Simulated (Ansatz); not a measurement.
The molecule LiC, multiplicity 4 (lowest of 2S+1 = 2, 4 at CCSD(T)/def2-TZVPP on PBE0 minima; our sources give no spin for the ground state, which may be another).

```csv
level,bond energy D_e (kJ/mol)
SVWN5/def2-TZVPP,304.0
PBE/def2-TZVPP,264.7
r2SCAN/def2-TZVPP,271.0
B97M-V/def2-TZVPP,268.7
B3LYP/def2-TZVPP,244.6
PBE0/def2-TZVPP,256.3
BHLYP/def2-TZVPP,231.2
CAM-B3LYP/def2-TZVPP,249.2
wB97X-V/def2-TZVPP,240.7
wB97M-V/def2-TZVPP,260.2
B2PLYP/def2-TZVPP,242.1
CCSD/aug-cc-pVTZ,245.8
CCSD/def2-TZVPP,239.4
CCSD/aug-cc-pVQZ,248.2
CCSD/def2-QZVPP,248.2
CCSD(T)/aug-cc-pVTZ,250.7
CCSD(T)/def2-TZVPP,243.6
CCSD(T)/aug-cc-pVQZ,253.6
CCSD(T)/def2-QZVPP,253.5
```

The rows run from 231.2 (BHLYP/def2-TZVPP) to 304.0 kJ/mol (SVWN5/def2-TZVPP). From def2-TZVPP to def2-QZVPP CCSD(T) changes by 9.9. The 11 functionals in def2-TZVPP without D3 or D4 span 72.8, from BHLYP to SVWN5.

D_e counts from the fitted minimum to each atom's lowest state at the same level, without counterpoise.

Correlated levels freeze the inner cores; with def2 sets outer-core shells near the valence are correlated too.

Run with Ansatz (Gaussian orbitals). Values without a source in brackets are computed.

Ansatz is a first-principles code.
